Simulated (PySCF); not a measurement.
## SMILES F/C=C\C(N=C)=C, C5H6FN

Geometry:
```
atom   x (Å)   y (Å)   z (Å)
  C1   1.968  -0.350  -0.682
  N2   0.966  -0.652   0.003
  C3  -0.333  -0.286  -0.292
  C4  -0.931  -0.640  -1.439
  C5  -1.072   0.384   0.773
  C6  -0.565   0.886   1.892
  F7   0.736   0.849   2.208
  H8   1.944   0.301  -1.561
  H9   2.929  -0.741  -0.381
 H10  -1.981  -0.474  -1.601
 H11  -0.388  -1.153  -2.213
 H12  -2.133   0.496   0.615
 H13  -1.145   1.381   2.658
```

Level of theory: GIAO wB97X-D/pcSseg-1 magnetisability, rotational g tensor and spin-rotation constants, non-relativistic, gas phase (PySCF 2.14.0). Geometry: GFN2-xTB.

**Question.** Give the nuclear spin-rotation constants along the inertial axes (H = +C I·J) beside the isotropic shieldings.

**Answer.** Rotational constants 4.0675, 2.3466, 1.5301 GHz. A star marks the isotopologue with that one atom substituted, in its own axes.
```csv
atom,isotope,Caa (kHz),Cbb (kHz),Ccc (kHz),mean (kHz),σ (ppm)
N2,14N,0.409,0.834,0.258,0.500,-147.1
F7,19F,6.603,3.147,0.203,3.318,291.5
H8,1H,-0.246,-0.176,0.067,-0.118,24.2
H9,1H,-0.419,0.199,-0.121,-0.114,24.7
H10,1H,-0.421,0.176,-0.187,-0.144,27.7
H11,1H,0.165,-0.157,-0.189,-0.060,27.6
H12,1H,-0.423,0.234,-0.196,-0.129,26.4
H13,1H,0.213,-0.141,-0.160,-0.029,25.1
C1,13C*,0.934,0.999,0.569,0.834,34.5
C3,13C*,1.717,1.115,0.281,1.038,25.2
C4,13C*,1.207,0.781,0.240,0.743,88.5
C5,13C*,1.112,1.026,0.247,0.795,71.0
C6,13C*,1.486,1.048,0.387,0.974,26.4
```
For the geometry as given, no vibrational averaging.

**Question.** How do the rotational constants and the g tensor change when H8, H9, H10, H11, H12, H13 are replaced by deuterium?

**Answer.** Constants 3.4198, 2.0956, 1.3419 GHz; g -0.0329, -0.0303, -0.0052, against -0.0376, -0.0346, -0.0060 before.
